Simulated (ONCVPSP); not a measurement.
I: excitation energies, all-electron against ONCV

ONCVPSP 4.0.1 input, shortened (lines: element, Z, core and valence counts, functional; n l f; lmax; l rc ep ncon nbas qcut; lloc lpopt rc5 dvloc0; l nproj debl; icmod fcfact rcfact), PBE, scalar-relativistic:

```
  I 53.00    8    3        4      upf
    1    0    2.00
    2    0    2.00
    2    1    6.00
    3    0    2.00
    3    1    6.00
    3    2   10.00
    4    0    2.00
    4    1    6.00
    4    2   10.00
    5    0    2.00
    5    1    5.00
    2
    0    1.55    0.00    4    7    3.30
    1    1.70    0.00    4    8    5.50
    2    1.45    0.00    4    9   11.30
    4    5    1.40    6.00
    0    1    2.50
    1    1    1.50
    2    2    3.70
    1    0.25    0.00
```

Energies are relative to the spin-unpolarised reference configuration 4d10 5s2 5p5; without spin polarisation the order of configurations can differ from experiment.

**Question.** Give the all-electron excitation energy and the error of the potential for: 4d10 5s2 5p4; 4d10 5s2 5p3; 4d10 5s2 5p2; 4d10 5s2 5p1.

**Answer.**

```
valence configuration  charge  ΔE all-electron (eV)  error AE − PS (meV)
         4d10 5s2 5p4      +1                11.131                 +1.5
         4d10 5s2 5p3      +2                30.978                  +14
         4d10 5s2 5p2      +3                60.307                  +42
         4d10 5s2 5p1      +4                99.733                  +81
```

Levels in the configuration 4d10 5s2 5p3:

```json
{"level": "4d", "all-electron (eV)": "-70.586", "pseudo (eV)": "-70.327"}
{"level": "5s", "all-electron (eV)": "-36.004", "pseudo (eV)": "-35.958"}
{"level": "5p", "all-electron (eV)": "-24.481", "pseudo (eV)": "-24.454"}
```
